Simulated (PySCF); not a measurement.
# Spinor energies of Cu- (copper, charge -1)

Start: [Ar] 3d10 4s2. Calculated with PySCF 2.14 in x2c-TZVPPall-2c with one added diffuse shell each of s, p, d, f type (7s8p5d3f1g, 86 functions): generalised Hartree-Fock with the X2C-1e Hamiltonian and a Gaussian nucleus; spin-orbit coupling (SO) screened by Boettger's factors.

```tsv
spinor shell	electrons	ε, screened SO (eV)	weight of nominal j (screened SO)	rms radius, screened SO (bohr)
1s1/2	2	-9041.8	1.000	0.0601
2s1/2	2	-1128.1	1.000	0.254
2p1/2	2	-982.77	1.000	0.226
3s1/2	2	-134.81	1.000	0.766
3p1/2	2	-87.904	1.000	0.812
3p3/2	4	-85.074	1.000	0.823
3d3/2	4	-7.738	1.000	1.17
3d5/2	6	-7.365	1.000	1.18
4s1/2	2	-0.569	1.000	5.06
```

**Question.** Where does 2p3/2 lie, and what is the 2p spin-orbit splitting (screened SO)?

**Answer.** At -961.82 eV, 20.955 eV above 2p1/2.

```csv
quantity,screened SO
E (hartree),-1653.15224
M_J,0
⟨J²⟩,0.000
⟨L²⟩,0.002
⟨S²⟩,0.002
```
